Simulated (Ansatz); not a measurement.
Compare A (`BO[SiH](C)C`) with its isomer B (`B[SiH2]OCC`).

Isolated molecules relaxed with PBE0-D4/def2-TZVP in Ansatz; ΔE leaves out vibrations. CCSD(T)/CBS adds triple-zeta CCSD(T) − MP2 to the extrapolated MP2 energy (def2 sets, frozen cores). Functionals use def2-TZVPP. B3LYP here is the variant with VWN-RPA as its local correlation; programs differ in this. Each species was taken in one conformer, which may not be the lowest.

(1) Which is lower in electronic energy at CCSD(T)/CBS, and by how much? (Best estimate.)

(2) Give E(B) − E(A) in kJ/mol with CCSD/def2-TZVPP, B2PLYP, B3LYP, HF/def2-TZVPP, PBE-D4, B3LYP-D4, CCSD(T)/def2-TZVPP. (An estimate is asked.)

Largest T1 diagnostic: 0.012.

Answers

(1) The calculation gave: A, by 306.7 kJ/mol.

(2) Ansatz gave: CCSD/def2-TZVPP 301.8, B2PLYP 307.1, B3LYP 300.3, HF/def2-TZVPP 294.9, PBE-D4 295.6, B3LYP-D4 303.5, CCSD(T)/def2-TZVPP 303.4. None reverses the order clearly.

The D4 term adds +3.2 kJ/mol with B3LYP and +1.7 kJ/mol with PBE0; it sums over pairs of atoms, weighted by their polarisabilities, and B3LYP, whose exchange is more repulsive, gets the larger term. From PBE to PBE0 (25 % exact exchange), in def2-TZVPP and without D4, E(B) − E(A) moves by +4.3 kJ/mol.
